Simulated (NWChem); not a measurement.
Everything below was run with NWChem. System: F2Mg, charge 0, spin multiplicity 1, at a geometry optimised with PBE/def2-SVP. The structure started from a generated list of species. Level: G0W0@PBE/def2-TZVP, RI basis def2-tzvp-rifit.

Output (cleaned and shortened):

```
             Northwest Computational Chemistry Package (NWChem) 7.3.0
             --------------------------------------------------------

                                NWChem Input Module
                                -------------------

 Scaling coordinates for geometry "geometry" by  1.889725989
 (inverse scale =  0.529177249)

 Turning off AUTOSYM since
 SYMMETRY directive was detected!

                             Geometry "geometry" -> ""
                             -------------------------

 Output coordinates in angstroms (scale by  1.889725989 to convert to a.u.)

  No.       Tag          Charge          X              Y              Z
 ---- ---------------- ---------- -------------- -------------- --------------
    1 Mg                  12.0000     0.00000000     0.00000000     0.00000000
    2 F                    9.0000     0.00000000     0.00000000     1.76819600
    3 F                    9.0000     0.00000000     0.00000000    -1.76819600

 Effective nuclear repulsion energy (a.u.)      76.7640942341

            Nuclear Dipole moment (a.u.)
            ----------------------------
        X                 Y               Z
 ---------------- ---------------- ----------------
     0.0000000000     0.0000000000     0.0000000000

      Symmetry information
      --------------------

 Group name             D2h
 Group number             26
 Group order               8
 No. of unique centers     2

      Symmetry unique atoms

     1    2


 Summary of "ao basis" -> "" (spherical)
 ------------------------------------------------------------------------------
       Tag                 Description            Shells   Functions and Types
 ---------------- ------------------------------  ------  ---------------------
 *                         def2-tzvp                  on all atoms

 new library libraries.bse/

 Summary of "ri basis" -> "" (spherical)
 ------------------------------------------------------------------------------
       Tag                 Description            Shells   Functions and Types
 ---------------- ------------------------------  ------  ---------------------
 *                      def2-tzvp-rifit               on all atoms

  pbe96 is a nonlocal functional; adding pw91lda local functional.

                                 NWChem DFT Module
                                 -----------------

 Summary of "ao basis" -> "ao basis" (spherical)
 ------------------------------------------------------------------------------
[...]
  ----- ------------  ---------------      ----- ------------  ---------------
    16      0.889159  1 Mg py                13      0.242814  1 Mg py
     7     -0.145745  1 Mg py                45     -0.133812  2 F  py
    76     -0.133812  3 F  py                39     -0.125028  2 F  py
    70     -0.125028  3 F  py                42     -0.092321  2 F  py
    73     -0.092321  3 F  py

 center of mass
 --------------
 x =   0.00000000 y =   0.00000000 z =   0.00000000

 moments of inertia (a.u.)
 ------------------
         424.234029445911           0.000000000000           0.000000000000
           0.000000000000         424.234029445911           0.000000000000
           0.000000000000           0.000000000000           0.000000000000

     Multipole analysis of the density
     ---------------------------------

     L   x y z        total         alpha         beta         nuclear
     -   - - -        -----         -----         ----         -------
     0   0 0 0     -0.000000    -15.000000    -15.000000     30.000000

     1   1 0 0     -0.000000     -0.000000     -0.000000      0.000000
     1   0 1 0     -0.000000     -0.000000     -0.000000      0.000000
     1   0 0 1      0.000000      0.000000      0.000000      0.000000

     2   2 0 0    -12.105285     -6.052643     -6.052643      0.000000
     2   1 1 0     -0.000000     -0.000000     -0.000000      0.000000
     2   1 0 1     -0.000000     -0.000000     -0.000000      0.000000
     2   0 2 0    -12.105285     -6.052643     -6.052643      0.000000
     2   0 1 1     -0.000000     -0.000000     -0.000000      0.000000
     2   0 0 2    -25.512490   -113.241187   -113.241187    200.969885

 Task  times  cpu:        5.8s     wall:        5.8s

                                NWChem Input Module
                                -------------------

                                 NWChem GW Module
                                 ----------------

                             ***********************
                             ***        GW       ***
                             ***********************

 Summary of "ri basis" -> "ri basis" (spherical)
 ------------------------------------------------------------------------------
       Tag                 Description            Shells   Functions and Types
 ---------------- ------------------------------  ------  ---------------------
 Mg                     def2-tzvp-rifit             28       92   10s8p6d4f
 F                      def2-tzvp-rifit             22       76   8s6p4d3f1g

                 Memory Information
                 ------------------
          Available GA per process is          1699.9 MBs
          Available stack per process is        700.0 MBs
          Available heap per process is           0.0 MBs

          Peak memory in Initialization
              Peak GA per process is                  3.5 MBs
              Peak stack per process is               0.1 MBs
              Peak heap per process is                3.8 MBs
              Memory not in MA per process            0.0 MBs

          Peak memory in AFF Calculation
              Peak GA per process is                 15.8 MBs
              Peak stack per process is              10.7 MBs
              Peak heap per process is                0.0 MBs
              Memory not in MA per process           10.7 MBs

          Computing 2-center integrals
          Computing Inverse Cholesky factor
          Computing 3-center integrals
          Computing V_xc ...

          Computing Sigma_x
          Computing RPA polarizability
          Solving quasiparticle equations

                  Alpha Orbitals
          State     Energy (eV)     Error (eV)
          -----------------------------------
@GW        12        -12.235           0.002
@GW        13        -12.235           0.002
@GW        14        -12.169           0.002
@GW        15        -12.170           0.002
@GW        16          0.016           0.002
@GW        17          1.871           0.004

   Applying  -3.8755 eV scissor-shift to rest of particle states

   Applying   2.6294 eV scissor-shift to rest of hole states

     GW Timing Statistics
   ------------------------
   Init.   :          0.1s
     ERIs  :          0.7s
     Distr.:          0.0s
     Vxc   :          0.1s
   Sigma_x :          0.0s
   RPA     :          0.6s
   Wmn     :          0.0s
   Sigma_c :          0.0s
   GW total:          1.6s

 Task  times  cpu:        1.6s     wall:        1.6s

 Total times  cpu:        7.5s     wall:        7.5s
```

### Question
Write an NWChem input that would produce this output.

### Answer
One answer among several that fit: 
```
start mol
memory heap 200 mb stack 700 mb global 1700 mb
geometry units angstroms nocenter noautoz
  Mg     0.000000     0.000000     0.000000
  F      0.000000     0.000000     1.768196
  F      0.000000     0.000000    -1.768196
  symmetry group D2h
end
basis spherical
  * library def2-tzvp
end
basis "ri basis" bse spherical
  * library def2-tzvp-rifit
end
dft
  xc xpbe96 cpbe96
  iterations 100
  direct
  tolerances tight
end
task dft energy
gw
  states alpha occ 4 vir 2
end
task dft gw
```
